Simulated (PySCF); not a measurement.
# Telling isomers of C$_{5}$H$_{11}$NOSi apart by NMR

- coordinates at the GFN2-xTB level
- σ from GIAO-PBE0/pcSseg-1
- program: PySCF 2.14.0 with density-fitted response routines
- isolated molecule, a single conformation, relativity neglected, averaged over atoms made equivalent by symmetry, fast rotation or ring inversion

Scale: 1H (σ = 31.72 ppm), 13C (σ = 186.93 ppm) vs TMS (reference shieldings calculated alike). Where no couplings were computed, multiplicities follow the n + 1 count of equivalent neighbours, and m marks all less simple cases (inequivalent or close neighbours, rings, F or P nearby). Acid and N–H amide carbonyl carbons lie up to 10 ppm further downfield in solution (hydrogen bonding). Shifts are as computed. Against solution values, carbons near 30 ppm lie about +3 ppm off and those near 130 ppm about +5 ppm. Of 1309 compounds with measured shifts, 239 miss one by over three times the rms of a fit or turn the order of signals round; such compounds aren't used in these exercises. OH and NH positions are gas-phase values without hydrogen bonding to other molecules.

(1) Tabulate the signals of `CNC(=O)[C@H]1CC[SiH2]1`, `CC(C)(CC#N)O[SiH3]`, `C[SiH2]C(=O)C1CNC1`, `CNC(=O)C/C=C\[SiH3]`, `[SiH3]N[C@H]1C=COCC1` and their relative energies.

(2) What is the quickest way to tell CNC(=O)[C@H]1CC[SiH2]1 from CC(C)(CC#N)O[SiH3]?

(3) What is the quickest way to tell CNC(=O)[C@H]1CC[SiH2]1 from C[SiH2]C(=O)C1CNC1?

(4) What is the quickest way to tell CC(C)(CC#N)O[SiH3] from CNC(=O)C/C=C\[SiH3]?

Results:

(1) 
```json
{"SMILES": "CNC(=O)[C@H]1CC[SiH2]1", "carbon types": "1×C 1×CH 2×CH2 1×CH3", "δC": "174.9, 34.4, 26.5, 23.1, 7.0", "δH": "4.91 (m, 1H), 4.71 (m, 1H), 4.02 (br, 1H), 3.47 (m, 1H), 3.12 (d, 3H), 2.33 (m, 1H), 2.21 (m, 1H), 1.50 (m, 1H), 1.38 (m, 1H)", "E rel. (kcal/mol)": "2.0"}
{"SMILES": "CC(C)(CC#N)O[SiH3]", "carbon types": "2×C 1×CH2 2×CH3", "δC": "123.3, 74.7, 31.2, 30.4", "δH": "4.90 (s, 3H), 2.47 (s, 2H), 1.55 (s, 6H)", "E rel. (kcal/mol)": "0.0"}
{"SMILES": "C[SiH2]C(=O)C1CNC1", "carbon types": "1×C 1×CH 2×CH2 1×CH3", "δC": "244.3, 53.5, 49.2, -6.4", "δH": "4.16 (q, 2H), 4.01 (m, 2H), 3.80 (m, 1H), 3.78 (m, 2H), 0.32 (t, 3H), 0.21 (br s, 1H)", "E rel. (kcal/mol)": "33.3"}
{"SMILES": "CNC(=O)C/C=C\\[SiH3]", "carbon types": "1×C 2×CH 1×CH2 1×CH3", "δC": "168.4, 161.2, 122.4, 48.7, 26.6", "δH": "7.11 (m, 1H), 5.85 (m, 1H), 4.84 (br, 1H), 4.23 (d, 3H), 3.03 (d, 3H), 3.02 (d, 2H)", "E rel. (kcal/mol)": "11.5"}
{"SMILES": "[SiH3]N[C@H]1C=COCC1", "carbon types": "3×CH 2×CH2", "δC": "152.5, 113.2, 67.4, 50.0, 37.9", "δH": "6.48 (d, 1H), 4.88 (m, 1H), 4.69 (s, 3H), 4.31 (m, 1H), 4.07 (m, 1H), 3.46 (m, 1H), 2.01 (m, 1H), 1.36 (m, 1H), -0.34 (br s, 1H)", "E rel. (kcal/mol)": "15.3"}
```

Energies are electronic energies at PBE0/pcSseg-1 on these geometries, without zero-point or thermal terms, each for the one conformer computed, which needn't be the lowest.

(2) Count the carbon signals: 5 against 4. The first has an sp3 CH bonded to Si, α to a carbonyl at 34.4 ppm, the second a fully substituted sp3 carbon bonded to O (C) at 74.7 ppm. Their most deshielded carbons lie at 174.9 and 123.3 ppm.

(3) Count the carbon signals: 5 against 4. The first has an amide carbonyl carbon (C) at 174.9 ppm, the second a carbonyl carbon (C) at 244.3 ppm. In the proton spectra the most deshielded non-exchanging signals are 4.91 (m, 1H) and 4.16 (q, 2H).

(4) Count the carbon signals: 4 against 5. The first has a fully substituted sp3 carbon bonded to O (C) at 74.7 ppm, the second an alkene CH at 161.2 ppm. Their most deshielded carbons lie at 123.3 and 168.4 ppm. In the proton spectra the most deshielded non-exchanging signals are 4.90 (s, 3H) and 7.11 (m, 1H).
